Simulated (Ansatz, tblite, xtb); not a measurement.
C2H6BClSi (SMILES BC1C[SiH]1Cl): methods side by side

C2H6BClSi has 11 atoms, charge 0, and is taken as a singlet. SMILES: `BC1C[SiH]1Cl`. Geometry: relaxed at PBE0-D4/def2-TZVP.

```tsv
atom	x (Å)	y (Å)	z (Å)
B	-0.7920	-0.3277	1.3725
C	0.0675	0.5833	0.5456
C	1.3041	0.1274	-0.2692
Si	-0.2325	-0.0117	-1.2279
Cl	-1.0292	-1.8179	-1.7188
H	-0.5652	-1.5042	1.4227
H	-1.7486	0.1145	1.9402
H	-0.0890	1.6603	0.5908
H	1.7626	-0.7915	0.0841
H	2.0242	0.9017	-0.5118
H	-0.6365	1.0090	-2.2076
```

Each level gives the HOMO–LUMO gap (eV). The values are calculated.

```json
{"level": "GFN2-xTB", "kind": "semi-empirical", "program": "xtb", "value (eV)": "3.66"}
{"level": "GFN1-xTB", "kind": "semi-empirical", "program": "tblite", "value (eV)": "4.14"}
{"level": "GFN0-xTB", "kind": "semi-empirical", "program": "xtb", "value (eV)": "3.50"}
{"level": "HF/6-31G* (spherical functions)", "kind": "Hartree–Fock", "program": "Ansatz", "value (eV)": "12.67"}
{"level": "B3LYP/6-31G* (spherical functions)", "kind": "global hybrid", "program": "Ansatz", "value (eV)": "6.27"}
{"level": "PBE0/6-31G* (spherical functions)", "kind": "global hybrid", "program": "Ansatz", "value (eV)": "6.66"}
{"level": "B3LYP/6-31G* (Cartesian functions)", "kind": "global hybrid", "program": "Ansatz", "value (eV)": "6.27"}
```

The values span 3.50 to 12.67 eV. Orbital gaps aren't excitation energies.
